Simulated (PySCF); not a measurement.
## Electron correlation in Co (cobalt, neutral)

[Ar] 3d9, 2D determinant (an excited configuration). Computed with PySCF 2.14 in def2-TZVPPD (6s6p4d2f1g, 67 functions), with the non-relativistic Hamiltonian (point nucleus). Frozen: [Ar]; 9 electrons correlated.

```csv
level,correlation energy (mhartree)
CCSD,-361.49
(T),-24.21
CCSD(T),-385.70
```

Diagnostics: T1 = 0.046, D1 = 0.1420, largest double amplitude 0.032.

T1 exceeds 0.03, a sign that the reference determinant is poor.

Cost of the coupled-cluster step: roughly 21 core-seconds, for 9 correlated electrons.
